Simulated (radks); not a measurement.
Values are calculated unless marked as measured or tabulated.
Q: The barium ion Ba2+, [Xe]. Code: a radial shooting solver on a logarithmic mesh with Libxc functionals. Model: non-relativistic Kohn-Sham, PBE, spin-polarised, spherical densities, point nucleus. Every spin shell is full or empty, so the densities are truly spherical. Functionals are evaluated on that one density, not self-consistently. Rank these orbital-free kinetic functionals by their error against the exact value of the orbitals, and give that value: Thomas-Fermi, von Weizsacker, TF + vW, TF + vW/9, TF + vW/5, LC94, revAPBEK, Perdew 92, Thakkar, Pearson, LKT, PG1, Ernzerhof.

A: Exact: 7882.52 hartree. From best to worst, with 100 (|E| - |E exact|)/|E exact| (equal figures are ties): LC94 +0.04, revAPBEK +0.25, Ernzerhof -0.44, Thakkar -0.64, Perdew 92 -0.69, TF + vW/9 -0.70, Pearson -0.92, TF + vW/5 +2.86, Thomas-Fermi -5.15, PG1 +14.38, LKT +18.35, TF + vW +34.90, von Weizsacker -59.94.
